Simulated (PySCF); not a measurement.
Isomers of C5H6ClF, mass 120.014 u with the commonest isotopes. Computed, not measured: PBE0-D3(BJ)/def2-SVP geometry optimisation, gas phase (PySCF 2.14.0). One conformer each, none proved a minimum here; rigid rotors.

Question: Order these by dipole moment, largest first.
A. `[CH2:1]=[CH:2]/[C:3]([F:4])=[C:5](/[CH3:6])[Cl:7]` with C1–C2–C3–F4 -1°
B. `[CH2:1]=[C:2]([Cl:3])/[CH:4]=[C:5](/[CH3:6])[F:7]` with C1–C2–C4–C5 179°
C. `F[C@@H]1[C@@H](Cl)C12CC2`

Answer: B (2.78 D), C (1.58 D), A (0.18 D).

Question: Order these by rotational constant A, smallest first.
A. `F[C@@H]1[C@@H](Cl)C12CC2`
B. `[CH2:1]=[CH:2]/[C:3]([F:4])=[C:5](/[CH3:6])[Cl:7]` with C1–C2–C3–F4 -1°
C. `[CH2:1]=[C:2]([Cl:3])/[CH:4]=[C:5](/[CH3:6])[F:7]` with C1–C2–C4–C5 179°

Answer: A (2794 MHz), B (3275 MHz), C (3853 MHz).

Question: Order these by rotational constant B, largest first.
A. `[CH2:1]=[CH:2]/[C:3]([F:4])=[C:5](/[CH3:6])[Cl:7]` with C1–C2–C3–F4 -1°
B. `F[C@@H]1[C@@H](Cl)C12CC2`
C. `[CH2:1]=[C:2]([Cl:3])/[CH:4]=[C:5](/[CH3:6])[F:7]` with C1–C2–C4–C5 179°

Answer: B (1789 MHz), A (1571 MHz), C (1443 MHz).

| SMILES | point group | Ia (u·Å²) | Ib (u·Å²) | Ic (u·Å²) | κ | μa (D) | μb (D) | μc (D) |
| --- | --- | --- | --- | --- | --- | --- | --- | --- |
| F[C@@H]1[C@@H](Cl)C12CC2 | C1 | 180.88 | 282.45 | 415.84 | -0.27 | 0.99 | 1.23 | 0.08 |
| C=C(Cl)/C=C(/C)F | Cs | 131.16 | 350.18 | 478.16 | -0.72 | 1.75 | 2.15 | 0.01 |
| C=C/C(F)=C(/C)Cl | – | 154.30 | 321.70 | 472.82 | -0.54 | 0.05 | 0.17 | 0.01 |
